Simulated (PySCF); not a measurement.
# A thermochemical cycle for KCa

PBE in PySCF with x2c-SVPall on every atom, spin-free X2C, for the lowest determinant that a PBE0 search found; no spin–orbit coupling. KCa, a doublet (σ ↑), has De = 0.26 eV to neutral atoms, and KCa⁺, a singlet (closed shell), has De = 0.58 eV to K⁺ + Ca.

The adiabatic ionisation energy of KCa, between the minima, is 4.12 eV.

Which ionisation energy of the K atom does this level give?

IE(K) = IE(molecule) + De(ion) − De(neutral) = 4.12 + 0.58 − 0.26 = 4.44 eV; the measured value is 4.341 eV (NIST ASD).

Closed-shell solutions of metal pairs were not tested for spin polarisation, which can lower them a little. Weak bonds: KCa. Basis-set superposition, not corrected here, can be much of De in a small basis, most of all at correlated wavefunction levels. For an ion De counts to the pair picked by the measured ionisation energies or electron affinities, which need not be the lowest pair at this level. States were picked by a PBE0 search and need not be the measured ground states.
